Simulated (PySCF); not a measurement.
A structure optimised at PBE-D3(BJ)/def2-SVP, used in a PySCF frequency run:

```xyz
14

C      1.7814    -1.5445     0.0000
C      1.0917    -0.3917    -0.7455
Si    -0.2147     0.5038     0.2742
C     -1.6411    -0.6191     0.7465
F     -0.8126     1.7431    -0.6372
H      2.5599    -2.0309    -0.6226
H      1.0604    -2.3350     0.2951
H      2.2787    -1.1933     0.9284
H      1.8387     0.3627    -1.0762
H      0.6038    -0.7600    -1.6749
H      0.4050     1.1228     1.4996
H     -1.2894    -1.4451     1.3988
H     -2.4255    -0.0625     1.2975
H     -2.1048    -1.0683    -0.1555
```
Charge 0, spin multiplicity 1.

**Question.** Write its SMILES and formula.

**Answer.** CC[Si@H](C)F, C3H9FSi

**Question.** What are its rotational constants (standard atomic weights)?

**Answer.** 5.3556, 2.5501, 1.9289 GHz
